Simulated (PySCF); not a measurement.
Cl4Zr, triplet, at a GFN2-xTB geometry (such geometries of metal compounds can be far from the true shape) (the multiplicity is a formal guess) (core potentials on Zr); DF-B3LYP/def2-SV(P) in PySCF.

Here is a job for PySCF.
```python
from pyscf import gto, scf, dft

mol = gto.M(
    atom='''
Zr    0.000000   -0.000000   -0.000000
Cl    1.861245   -0.584673   -1.272201
Cl    0.668813    0.481947    2.178299
Cl   -1.019449    1.875283   -0.931992
Cl   -1.510609   -1.772557    0.025893
''',
    basis='def2-sv(p)',
    ecp={'Zr': 'def2-sv(p)'},
    charge=0,
    spin=2,
    verbose=4,
)

mf = dft.ROKS(mol)
mf.xc = 'b3lyp'
mf = mf.density_fit(auxbasis='def2-universal-jkfit')
mf.kernel()
mf.analyze()
```

Write the output that PySCF gives for this input, abridged.


```
PySCF version 2.14.0

[INPUT] verbose = 4
[INPUT] num. atoms = 5
[INPUT] num. electrons = 80
[INPUT] charge = 0
[INPUT] spin (= nelec alpha-beta = 2S) = 2
[INPUT] symmetry False subgroup None
[INPUT] Mole.unit = angstrom
[INPUT] Symbol           X                Y                Z      unit          X                Y                Z       unit  Magmom
[...]
nuclear repulsion = 426.658341612695
number of shells = 42
number of NR pGTOs = 194
number of NR cGTOs = 96
basis = def2-sv(p)
ecp = {'Zr': 'def2-sv(p)'}

******** <class 'pyscf.df.df_jk.DFROKS'> ********
method = DFROKS
initial guess = minao
damping factor = 0
level_shift factor = 0
DIIS = <class 'pyscf.scf.diis.CDIIS'>
diis_start_cycle = 1
diis_space = 8
diis_damp = 0
SCF conv_tol = 1e-09
SCF conv_tol_grad = None
SCF max_cycles = 50
direct_scf = False
num. doubly occ = 39  num. singly occ = 2
XC library pyscf.dft.libxc version 7.1.2
    S. Lehtola, C. Steigemann, M. J. T. Oliveira, and M. A. L. Marques,  SoftwareX 7, 1–5 (2018)
XC functionals = b3lyp
    P. J. Stephens, F. J. Devlin, C. F. Chabalowski, and M. J. Frisch,  J. Phys. Chem. 98, 11623 (1994)
radial grids:
    Treutler-Ahlrichs [JCP 102, 346 (1995); DOI:10.1063/1.469408] (M4) radial grids

becke partition: Becke, JCP 88, 2547 (1988); DOI:10.1063/1.454033
pruning grids: <function nwchem_prune>
grids dens level: 3
symmetrized grids: False
atomic radii adjust function: <function treutler_atomic_radii_adjust>
small_rho_cutoff = 0
Set gradient conv threshold to 3.16228e-05
tot grids = 97912
******** <class 'pyscf.df.df.DF'> ********
auxbasis = def2-universal-jkfit
init E= -1881.72020772271

WARN: HOMO -0.412880208310572 >= LUMO -0.412880149395401

cycle= 1 E= -1886.55527197065  delta_E= -4.84  |g|= 1.76  |ddm|= 3.23
[...]
cycle= 2 E= -1885.42857025579  delta_E= 1.13  |g|= 2.28  |ddm|= 6.16

WARN: HOMO -0.0775331638885365 >= LUMO -0.313517659256646

cycle= 3 E= -1886.97018663745  delta_E= -1.54  |g|= 0.747  |ddm|=  5.9

WARN: HOMO -0.0378326022226283 >= LUMO -0.0860172189114197

cycle= 4 E= -1886.99988154236  delta_E= -0.0297  |g|=  0.9  |ddm|=  3.1

WARN: HOMO -0.0833839297690118 >= LUMO -0.0837188267878895

cycle= 5 E= -1887.41172064432  delta_E= -0.412  |g|= 0.322  |ddm|= 2.75
[...]
cycle= 6 E= -1887.42745253042  delta_E= -0.0157  |g|= 0.274  |ddm|= 0.905
[...]
cycle= 7 E= -1887.42224994864  delta_E= 0.0052  |g|= 0.27  |ddm|= 1.08
[...]
cycle= 8 E= -1887.44323373782  delta_E= -0.021  |g|= 0.186  |ddm|= 1.07
[...]
[...]
[...]
cycle= 15 E= -1887.46068051615  delta_E= -0.0178  |g|= 0.0776  |ddm|= 0.355
[...]
cycle= 16 E= -1887.46321883572  delta_E= -0.00254  |g|= 0.0502  |ddm|= 0.119
[...]
cycle= 17 E= -1887.46391278469  delta_E= -0.000694  |g|= 0.0403  |ddm|= 0.064
[...]
cycle= 18 E= -1887.46443583341  delta_E= -0.000523  |g|= 0.0268  |ddm|= 0.0437
[...]
cycle= 19 E= -1887.4643946619  delta_E= 4.12e-05  |g|= 0.0306  |ddm|= 0.0633
[...]
cycle= 20 E= -1887.46397344897  delta_E= 0.000421  |g|= 0.0414  |ddm|= 0.0311
[...]
cycle= 21 E= -1887.46452553425  delta_E= -0.000552  |g|= 0.0261  |ddm|= 0.0394
[...]
cycle= 22 E= -1887.46480310099  delta_E= -0.000278  |g|= 0.0128  |ddm|= 0.039
[...]
cycle= 23 E= -1887.46485099149  delta_E= -4.79e-05  |g|= 0.0094  |ddm|= 0.0194
[...]
cycle= 24 E= -1887.46486736203  delta_E= -1.64e-05  |g|= 0.00872  |ddm|= 0.0187
[...]
cycle= 25 E= -1887.46489189566  delta_E= -2.45e-05  |g|= 0.00642  |ddm|= 0.0238
[...]
cycle= 26 E= -1887.46491371993  delta_E= -2.18e-05  |g|= 0.0024  |ddm|= 0.0329
[...]
cycle= 27 E= -1887.46491695696  delta_E= -3.24e-06  |g|= 0.00119  |ddm|= 0.00804
[...]
cycle= 28 E= -1887.4649175737  delta_E= -6.17e-07  |g|= 0.00108  |ddm|= 0.00791
[...]
cycle= 29 E= -1887.46491809377  delta_E= -5.2e-07  |g|= 0.000617  |ddm|= 0.00451
[...]
cycle= 30 E= -1887.46491814479  delta_E= -5.1e-08  |g|= 0.000563  |ddm|= 0.00544
[...]
cycle= 31 E= -1887.4649183397  delta_E= -1.95e-07  |g|= 7.44e-05  |ddm|= 0.00417
[...]
cycle= 32 E= -1887.46491834742  delta_E= -7.72e-09  |g|= 4.13e-05  |ddm|= 0.000829
[...]
cycle= 33 E= -1887.46491834884  delta_E= -1.43e-09  |g|= 9.41e-06  |ddm|= 0.000195
[...]
cycle= 34 E= -1887.46491834927  delta_E= -4.24e-10  |g|= 5.06e-06  |ddm|= 0.000181
[...]
Extra cycle  E= -1887.46491834933  delta_E= -5.78e-11  |g|= 1.12e-05  |ddm|= 7.24e-05
converged SCF energy = -1887.46491834933
**** SCF Summaries ****
Total Energy =                       -1887.464918349325444
Nuclear Repulsion Energy =             426.658341612695324
One-electron Energy =                -3470.899755417332017
Two-electron Energy =                 1156.776495455311533
Two-electron Coulomb Energy =         1275.877003432349511
DFT Exchange-Correlation Energy =     -119.100507977038063
HOMO-LUMO gap [eV] =                     0.561132063078396
**** MO energy ****
                Roothaan           | alpha              | beta
[...]
Dipole moment(X, Y, Z, Debye): -0.00001, -0.00011,  0.00036
```
